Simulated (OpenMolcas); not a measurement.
Mn4+ among 4 point charges of -3 e arranged as a tetrahedron (Td).

| Quantity | Value |
| --- | --- |
| Program | OpenMolcas 26.06 |
| Method | CASSCF |
| Basis | ANO-RCC-VDZP [5s4p2d1f] |
| Scalar Hamiltonian | DKH2, point nucleus |
| Active space | 3 electrons in 5 orbitals (3d) |
| State averaging | 2S+1 = 4 even, 10 roots; 2S+1 = 2 even, 40 roots |
| Spin-orbit coupling | state interaction with AMFI integrals over the reference wave functions |

All point charges move together. At R = 1.99 Å |10Dq| is 1602 cm-1, and at R = 2.12 Å it is 1191 cm-1.

Q: A third run gives 1937 cm-1. What distance was it run at?

A: With a power law R^-n the two known points give n = -ln(1191 / 1602) / ln(2.12 / 1.99) = 4.68. Then R = 1.99 × (1602 / 1937)^(1/4.68) = 1.911 Å. The run was at 1.91 Å, so the estimate is off by +0.001 Å.

An orbital triplet at a regular site is open to Jahn-Teller coupling, which can distort the site and quench the lowest spin-orbit gaps and is left out. Without dynamic correlation the repulsion within the d shell is too large (B by tens of per cent), so at a given field states of lower spin stand too high. The ground term spreads over less than 5000 cm-1, several times less than with real ligands, so orbital moments are less quenched and χT lies further from the spin-only value than at real sites. This is an electrostatic model: the charges have no orbitals. No measured value stands beside these numbers.
